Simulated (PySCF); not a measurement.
Compound: C3H7ClO2S.
SMILES with atom numbers: `[CH3:1][CH2:2][CH2:3][S:4](=[O:5])(=[O:6])[Cl:7]` (hydrogens: H8, H9, H10 on C1; H11, H12 on C2; H13, H14 on C3)

Method used: PBE0-D3(BJ)/def2-SVP geometry optimisation, gas phase (PySCF 2.14.0).

(1) Give the optimised bond lengths and angles.

## Answers

(1) 
```tsv
bond	length (Å)	order
C1–C2	1.520	single
C2–C3	1.517	single
C3–S4	1.793	single
S4=O5, S4=O6	1.447	double
S4–Cl7	2.107	single
C1–H8, C1–H9, C1–H10	1.100	single
C2–H11, C2–H12	1.102	single
C3–H13, C3–H14	1.102	single
```

Bonds in one row agree within 0.01 Å and their mean is given. Orders are formal, as drawn. A selection of angles:
```tsv
angle	degrees
C2–C1–H8	111.1
C2–C1–H10	110.4
H8–C1–H9	107.8
C1–C2–C3	115.1
C1–C2–H11	111.0
C1–C2–H12	110.0
C3–C2–H11	108.6
C3–C2–H12	105.9
H11–C2–H12	105.7
C2–C3–S4	115.9
C2–C3–H13	112.9
S4–C3–H13	102.0
S4–C3–H14	103.2
H13–C3–H14	108.3
C3–S4–O5	108.5
C3–S4–O6	111.2
C3–S4–Cl7	99.5
O5–S4–O6	121.6
O5–S4–Cl7	106.8
```

Dihedral angles: C1–C2–C3–S4 72° (synclinal); C2–C3–S4–O5 175° (antiperiplanar). The mirror-image conformer, all signs reversed, is as good.

Of the pairs four or more bonds apart, O6···H9 is among the closest relative to their van der Waals radii: 2.42 Å, 89 % of the sum of Bondi's values. S4 (sulfonyl sulfur) is distorted tetrahedral (angles from 99.5° to 121.6°).

Point group: C1 (no symmetry element, even within 0.4 Å). No PBE0-D3(BJ)/def2-SVP frequencies stand behind this structure, so it isn't proved a minimum. One conformer, not necessarily the lowest.
